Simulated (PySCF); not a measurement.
SMILES C[O][SnH3] (CH6OSn) at its CAM-B3LYP/def2-SVP optimised geometry (Å):

```
9

Sn    -0.4865    -1.8774     0.0000
O     -1.0979     0.0112     0.0000
C     -0.7732     0.8948    -1.0314
H      1.2261    -1.8774     0.0000
H     -1.1494    -2.5047     1.4354
H     -1.1067    -2.6317    -1.4070
H     -1.1563     0.5707    -2.0205
H      0.3186     1.0571    -1.1394
H     -1.2261     1.8774    -0.8160
```

Method: CAM-B3LYP/def2-TZVP, def2 effective core potentials past Kr (PySCF 2.14.0). The core electrons that the potentials of Sn replace are not part of the density. Cells within 0.4 Å of a nucleus heavier than hydrogen are left out (blank, or x).

Map of the electrostatic potential (hartree/e), clipped to [-0.08, 0.12] on the plane z = 0.0 Å:

```
|333333333333333333333333333|
|333333333333333333333333333|
|333333333333333333333333333|
|333333333333333333333333333|
|333333334443333333333333333|
|333333344443333333333333333|
|333333345554333333333333333|
|322222345654433333333333333|
|222222234666543333333333333|
|222222224688644333333333333|
|222211126999754333333333333|
|222110049999843333333333333|
|222100089xx9943333333333333|
|222100099xx9954444333333333|
|222110079xx9976544333333333|
|322211149999999864433333333|
|332223369999999976543333333|
|333334699999999999854333333|
|33334589999xx99999995433333|
|33344699999xx99999995433333|
|33344689999xx99999995433333|
|333445799999999999964433333|
|333445699999999987544333333|
|333444579999999975444333333|
|333444557899999765444333333|
|333344455678887654444333333|
|333344445566666554444333333|
```
Scale: ten equal steps from -0.069 (start of '0') to 0.120 (end of '9'), in the order '0123456789'; x runs from -4.00 to 4.00, y from -4.00 (bottom) to 4.00 (top).
